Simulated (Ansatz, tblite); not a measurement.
Forces on Al₁₂P₁₀F₆ at its PBE-D4/def2-SVP geometry. The state is a singlet with charge 0.

The xTB rows come from tblite. Single mean-field runs in def2-SVP are fitted with def2-universal-jkfit.

GFN2-xTB (tblite), largest force 1.01 eV/Å:

```xyz
28
positions Å, forces eV/Å
P     0.709    0.286   -3.929   -0.181   -0.120   -0.178
P    -3.907    1.909    1.644   -0.330    0.024    0.119
P    -2.282    3.712   -2.073   -0.414    0.300   -0.175
P    -1.494    0.431   -1.025    0.190   -0.080   -0.627
P    -0.479   -0.817    2.000    0.333   -0.350    0.889
P     2.269    0.283   -0.426    0.310    0.245    0.564
P     0.191    3.166    1.493    0.079   -0.188   -0.082
P    -0.434   -3.104   -1.698   -0.177   -0.261   -0.401
P     2.724   -3.316    1.261    0.565   -0.005    0.205
P     1.162    3.621   -2.471    0.803    0.610   -0.035
Al   -2.565    0.065    1.310   -0.004    0.745    0.084
Al   -1.320   -1.734   -0.098    0.603   -0.366   -0.404
Al   -0.628    2.041   -2.872   -0.015   -0.365    0.361
Al    1.013   -1.168   -2.088   -0.276   -0.078   -0.166
Al    1.996    1.503   -2.400   -0.541   -0.104   -0.053
Al   -2.912    2.217   -0.478    0.046    0.451    0.325
Al   -1.958    3.048    2.342   -0.116    0.038    0.046
Al   -0.315    3.759   -0.711   -0.150   -0.540   -0.096
Al    0.293    0.959    0.612   -0.341    0.390    0.000
Al    0.845   -2.709    2.595    0.169   -0.109    0.384
Al    3.371   -1.781   -0.390    0.570   -0.484    0.170
Al    0.851   -3.742    0.069   -0.143    0.761   -0.078
F    -3.093   -1.596    0.619   -0.178   -0.136    0.069
F     2.609   -2.197   -2.060    0.040    0.054   -0.019
F    -2.271    4.022    3.677    0.085   -0.323   -0.404
F     0.814   -3.153    4.212   -0.071    0.192   -0.582
F     5.021   -1.744   -0.714   -0.665   -0.011    0.017
F    -0.213   -3.961    1.600   -0.192   -0.292    0.069
```

PBE-D4/def2-SVP (Ansatz), largest force 0.02 eV/Å:

```
P 0.000 -0.002 0.002
P -0.011 -0.009 -0.015
P 0.004 -0.001 0.003
P -0.002 -0.008 -0.004
P 0.010 0.006 -0.010
P -0.002 -0.007 -0.002
P -0.006 0.001 -0.008
P 0.001 -0.003 0.003
P -0.001 -0.006 0.001
P -0.001 0.005 0.001
Al -0.019 -0.004 -0.006
Al -0.009 0.003 0.009
Al -0.004 0.001 -0.002
Al 0.009 0.000 -0.001
Al 0.000 0.001 -0.003
Al 0.003 0.000 0.007
Al 0.012 0.013 0.011
Al 0.003 -0.005 0.004
Al 0.001 0.006 0.011
Al -0.003 0.000 -0.009
Al 0.003 0.007 -0.005
Al 0.001 0.004 0.002
F 0.008 0.007 0.002
F -0.001 0.001 0.007
F 0.005 -0.005 0.000
F -0.001 0.000 0.002
F -0.004 0.000 0.000
F 0.003 -0.006 0.001
```

PBE0-D4/def2-SVP (Ansatz), largest force 0.45 eV/Å:

```
P 0.064 0.096 0.353
P 0.378 -0.063 -0.173
P 0.146 -0.261 0.237
P -0.048 0.004 0.278
P -0.087 0.014 -0.249
P -0.130 -0.085 -0.171
P -0.260 -0.119 -0.188
P 0.163 0.168 0.349
P -0.326 0.089 -0.174
P -0.129 -0.293 0.151
Al -0.102 -0.211 -0.082
Al -0.212 0.034 -0.011
Al 0.082 0.093 -0.026
Al 0.139 -0.086 -0.169
Al -0.155 0.049 -0.036
Al 0.000 0.025 -0.078
Al -0.052 0.271 0.351
Al 0.084 -0.004 -0.113
Al 0.079 -0.024 0.064
Al -0.079 -0.220 0.266
Al 0.298 -0.021 -0.191
Al -0.070 -0.006 0.146
F 0.353 0.273 0.011
F -0.108 0.201 0.290
F 0.088 -0.268 -0.355
F 0.001 0.125 -0.432
F -0.428 -0.002 0.073
F 0.312 0.222 -0.120
```
